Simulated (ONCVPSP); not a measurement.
Sn (Z = 50), ONCV: configuration errors across variants

Sn, optimised norm-conserving Vanderbilt (ONCV), made with ONCVPSP 4.0.1 (LDA (Perdew-Wang 92), scalar-relativistic). Core [Kr] 4d10, reference 5s1.75 5p2.25. Waves: 5s: rc 2.15 bohr, ncon 4, nbas 8, qcut 3.1 1/bohr, 1 projector; 5p: rc 2.05 bohr, ncon 3, nbas 7, qcut 3.6 1/bohr, 2 projectors, debl 2.1 Ha; d scattering state at 0.29 Ha: rc 2.10 bohr, ncon 3, nbas 7, qcut 4.4 1/bohr, 1 projector. Local part: polynomial inside 1.70 bohr (lpopt 5, dvloc0 4 Ha). Core correction: Teter function, fcfact 1.5, rcfact 1.2.

All-electron excitation energies from the reference (eV): (1) 5s2 5p2 -1.744; (2) 5s2 5p1 5.348; (3) 5s2 5p0 19.606; (4) 5s1 5p0 51.053.

Errors AE − PS in meV (a dash: test not solved or not reliable):

```tsv
change	(1)	(2)	(3)	(4)	bound ghosts	GHOST(+) flags above zero
base	+0.3	+5.0	+38	+154	none	s
core correction Teter function, fcfact 1.5, rcfact 0.98	+0.5	+6.6	+53	+248	none	s
core correction Teter function, fcfact 1.5, rcfact 1.08	+0.4	+6.2	+49	+214	none	s
core correction Teter function, fcfact 1.5, rcfact 1.3	+0.2	+3.1	+23	+86	none	s
core correction Teter function, fcfact 1.5, rcfact 1.4	+0.1	-0.1	-0.1	-0.2	none	s
core correction Teter function, fcfact 1.5, rcfact 1.6	0.0	-12	-76	-225	none	s
core correction Teter function, fcfact 1.5, rcfact 1.72	-0.1	-24	-141	-386	none	s
core correction Teter function, fcfact 1.5, rcfact 1.84	-0.2	-40	-220	-555	none	s
```

**Question.** Give the same row for: core correction Teter function, fcfact 1.5, rcfact 2.

**Answer.** -0.3, -66, -335, -778; bound ghosts: none; GHOST(+) flags above zero: s.
